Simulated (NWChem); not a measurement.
## Correlation energy of F₃In

```xyz
4

In     0.0000     0.0000     0.0000
F      0.0000     0.0000     1.9351
F     -1.6757     0.0000    -0.9677
F      1.6757     0.0000    -0.9677
```
Charge 0, spin multiplicity 1.

All runs are NWChem calculations. The geometry was optimised at PBE0/def2-SVP with def2 effective core potentials on In, a minimum by its harmonic frequencies.

Basis set: def2-SVP. Each correlation energy counts from its own Hartree-Fock reference.

Effective core potentials replace the inner electrons of In; spin-orbit coupling is left out. The correlated methods keep 7 core orbitals frozen. The structure started from a generated list of species. Coupled-cluster values serve here as a point of comparison, not as the truth.

Task: One of these methods gave a correlation energy of -649.4 mHa. Which?
A. SCS-MP2
B. CR-CCSD(T)
C. MP2
D. CR-CCSD[T]

Result: C, MP2. The others give -621.0 (SCS-MP2), -662.4 (CR-CCSD[T]), -660.3 (CR-CCSD(T)).
